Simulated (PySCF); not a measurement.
Species: C5H14Si3.
SMILES with atom numbers: `[CH3:1][C:2]#[C:3][SiH2:4][C@@H:5]([SiH3:6])[SiH2:7][CH3:8]` (hydrogens: H9, H10, H11 on C1; H12, H13 on Si4; H14 on C5; H15, H16, H17 on Si6; H18, H19 on Si7; H20, H21, H22 on C8)

Cartesian coordinates in Å at the PBE0-D3(BJ)/def2-SVP level; atoms count from 1:
```
atom  x, y, z in Å
C1     3.294   -2.372    0.058
C2     2.467   -1.213   -0.218
C3     1.772   -0.239   -0.450
Si4    0.711    1.215   -0.785
C5    -0.766    1.266    0.381
Si6   -1.616    2.948    0.321
Si7   -2.005   -0.139    0.103
C8    -1.278   -1.838    0.429
H9     3.987   -2.174    0.891
H10    3.895   -2.647   -0.823
H11    2.677   -3.242    0.331
H12    0.229    1.152   -2.198
H13    1.541    2.448   -0.628
H14   -0.366    1.155    1.408
H15   -2.151    3.205   -1.053
H16   -0.651    4.040    0.659
H17   -2.755    3.003    1.289
H18   -3.180    0.081    1.007
H19   -2.502   -0.052   -1.307
H20   -0.954   -1.927    1.478
H21   -2.035   -2.615    0.236
H22   -0.406   -2.027   -0.213
```

Level: PBE0/pcSseg-1 in PySCF, non-relativistic, on one gas-phase PBE0-D3(BJ)/def2-SVP geometry that isn't relaxed in the solvent. The solvent is an IEF-PCM continuum (Bondi radii, 1.10 Å for H, scaled by 1.2). The model holds no explicit solvent molecules, cavitation or dispersion.

| run | E − E(gas) (kJ/mol) | HOMO (eV) | HOMO–LUMO gap (eV) | dipole (D) |
| --- | --- | --- | --- | --- |
| gas | 0.00 | -7.68 | 7.62 | 2.76 |
| P | -13.14 | -7.68 | 7.64 | 3.51 |
| Q | -10.92 | -7.67 | 7.64 | 3.38 |

**Question.** The runs were made in methanol and tetrahydrofuran. Which run belongs to which solvent?

**Answer.** P = methanol, Q = tetrahydrofuran. The dielectric constants are 7.426 (tetrahydrofuran), 32.61 (methanol), and the energy falls further as ε rises. In this model the ground state sees the solvent through ε alone.

**Question.** How constant is the ratio of the lowering to (ε − 1)/(2ε + 1)?

**Answer.** 
```csv
solvent,(ε − 1)/(2ε + 1),E − E(gas) (kJ/mol),ratio (kJ/mol),polarisation term (kJ/mol)
tetrahydrofuran,0.405,-10.92,-26.9,-12.25
methanol,0.477,-13.14,-27.5,-15.09
```

The ratio changes by +2.2 % in size from tetrahydrofuran to methanol. The polarisation term is half the interaction of the solute with the induced surface charges.
